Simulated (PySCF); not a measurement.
C₂H₄AlClO, SMILES [OH][Al]([Cl])[CH]=C. Atoms are numbered in the order given.

```xyz
9

Al    -0.1950     0.0417     0.0000
Cl     0.5346     2.0213     0.0000
C      0.9655    -1.4943     0.0000
C      0.4443    -2.7364     0.0000
H      2.0620    -1.4095     0.0000
H      1.0705    -3.6395     0.0000
H     -0.6399    -2.9100     0.0000
O     -1.8671    -0.2463     0.0000
H     -2.5682     0.4100     0.0000
```
Charge 0, spin multiplicity 1.

Geometry: r2SCAN-D4/def2-SVP. The structure was generated by enumeration; whether it is a known compound was not checked. Other conformers were not sampled.

Level of theory: PBE/def2-TZVP (PySCF).

Symmetry labels are those of the subgroup Cs that the program uses (full group Cs).

### Question
List the valence orbital energies around the gap with their symmetry. (An estimate is asked for; the answer gives what the named calculation found.)

### Answer

| orbital | symmetry | energy (eV) |
|---|---|---|
| HOMO−7 | A' | -10.13 |
| HOMO−6 | A' | -9.56 |
| HOMO−5 | A' | -8.20 |
| HOMO−4 | A" | -8.11 |
| HOMO−3 | A' | -7.68 |
| HOMO−2 | A" | -7.62 |
| HOMO−1 | A' | -7.26 |
| HOMO | A" | -7.07 |
| LUMO | A" | -2.11 |
| LUMO+1 | A' | -1.05 |
| LUMO+2 | A" | 0.02 |
| LUMO+3 | A' | 0.50 |
